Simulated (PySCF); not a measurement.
Work out the structure from these simulated measurements.

Formula: C9H9N.

* 13C NMR: chemical shifts (computed TMS as zero) by class: 150.7 (2 C), 137.8 (1 C), 132.0 (2 C), 122.5 (1 C), 117.2 (1 C), 24.2 (2 C) ppm [GIAO PBE0/pcSseg-1]
* 1H NMR: chemical shifts (computed TMS as zero) by class: 7.60 (1 H), 7.40 (2 H), 2.69 (6 H) ppm [GIAO PBE0/pcSseg-1]
* NMR, other nuclei: isotropic shieldings of nuclei other than C and H, by class: -65 (1 N) ppm [GIAO PBE0/pcSseg-1]
* Rotational structure: rotational constants A, B, C: 1.782, 1.508, 0.825 GHz [GFN2-xTB]
* Dipole: 3.89 D [PBE0/pcSseg-1]

The electronic properties come from PySCF, for the isolated species, density fitting. Levels stand in brackets. Isolated species at its GFN2-xTB geometry, gas phase. Each NMR value is the plain mean over a class of atoms that symmetry, rotation or inversion makes alike.

Q: What is the compound? Reason from the data.

A: Numbering: `[CH3:1][c:2]1[cH:3][cH:4][cH:5][c:6]([CH3:7])[c:8]1[C:9]#[N:10]`. Its formula, C9H9N, gives 6 degrees of unsaturation: 1 ring and 5 π bonds in the structure found (Kekulé form). 9 carbons fall into 6 classes; from least to most shielded: substituted aromatic carbon [C2/C6] (150.7 ppm, 2 C), aromatic CH carbon [C4] (137.8 ppm), aromatic CH carbon [C3/C5] (132.0 ppm, 2 C), nitrile carbon [C9] (122.5 ppm), substituted aromatic carbon [C8] (117.2 ppm), benzylic-type carbon [C1/C7] (24.2 ppm, 2 C). Hydrogen classes from least to most shielded: 1 H on an aromatic CH carbon, C4 (7.60 ppm), 2 H on 2 aromatic CH carbons, C3/C5 (7.40 ppm), 6 H on 2 benzylic-type carbons, C1/C7 (2.69 ppm, a mean of values up to 0.7 ppm apart in this geometry). The other shieldings belong to: -65 ppm, nitrile nitrogen [N10]. The optimised geometry has point group C2v and is an asymmetric top. Structure: 2,6-dimethylbenzonitrile (`Cc1c(c(C)ccc1)C#N`). Computed isomers that give other values at the same levels: `C=C1C=CC([C@@H](C)C#N)=C1` (13C chemical shifts (computed TMS as zero) by class: 159.2 (1 C), 153.2 (1 C), 139.2 (1 C), 134.7 (1 C), 133.5 (1 C), 126.5 (1 C), 125.3 (1 C), 27.5 (1 C), 22.4 (1 C) ppm); `Nc1ccc2c(c1)C=CC2` (13C chemical shifts (computed TMS as zero) by class: 151.8 (1 C), 151.3 (1 C), 143.2 (1 C), 139.6 (1 C), 137.6 (1 C), 129.8 (1 C), 113.7 (1 C), 109.6 (1 C), 42.2 (1 C) ppm); `C=CC(=C)c1ccncc1` (13C chemical shifts (computed TMS as zero) by class: 158.1 (1 C), 156.0 (1 C), 155.5 (2 C), 147.6 (1 C), 129.8 (2 C), 128.1 (1 C), 125.5 (1 C) ppm). The assignments are read from this structure; whether some other isomer fits the data as well wasn't checked.
